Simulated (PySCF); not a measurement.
C₂H₁₁NOSi₂, SMILES C[SiH](C)O[SiH2]N at its GFN2-xTB optimised geometry (Å):

```
17

Si    -0.2689    -0.6719     0.0000
C     -0.9476     1.1016     0.0000
C      1.6312    -0.6719     0.0000
O     -0.8387    -1.3817    -1.3457
Si    -0.8128    -2.4986    -2.5198
N      0.7630    -2.4731    -3.2142
H     -0.7923    -1.4527     1.1289
H     -0.5870     1.6716    -0.8520
H     -0.6510     1.6313     0.8997
H     -2.0324     1.1050    -0.0419
H      2.0300    -0.3272     0.9491
H      2.0154    -1.6716    -0.1788
H      2.0324    -0.0250    -0.7761
H     -1.9245    -2.0776    -3.3776
H     -0.9805    -3.8339    -1.9533
H      0.9728    -3.0949    -3.9767
H      1.2071    -1.5810    -3.3637
```

Computed with PBE0/def2-SVP in PySCF 2.14.0.

Map of the Laplacian of the electron density (e/bohr⁵), clipped to [-1.50, 1.50] on the plane z = 0.8 Å:

```
|9999999999999999999999999999999|
|9999999999999999999999999999999|
|9999999999999999999999999999999|
|9999999999999999999999999999999|
|9999999999999999999999999999999|
|9999999999999999999999999999999|
|9999999999999999999999999999999|
|9999999999999999999999999999999|
|9999999999999999999999999999999|
|9999999999996489999999999999999|
|9999999999994089999999999999999|
|9999999999998799999999999999999|
|9999999999999999999999999999999|
|9999999999999999999999999999999|
|9999999999999999999999999999999|
|9999999999999999999998899999999|
|9999999999999999999983089999999|
|9999999999998999999995599999999|
|9999999999998889999999999999999|
|9999999999996678999999999999999|
|9999999999996689999999999999999|
|9999999999999999999999999999999|
|9999999999999999999999999999999|
|9999999999999999999999999999999|
|9999999999999999999999999999999|
|9999999999999999999999999999999|
|9999999999999999999999999999999|
|9999999999999999999999999999999|
|9999999999999999999999999999999|
|9999999999999999999999999999999|
|9999999999999999999999999999999|
```
Scale: ten equal steps from -1.50 (start of '0') to 0.149 (end of '9'), in the order '0123456789'; x runs from -4.50 to 4.50, y from -4.50 (bottom) to 4.50 (top).
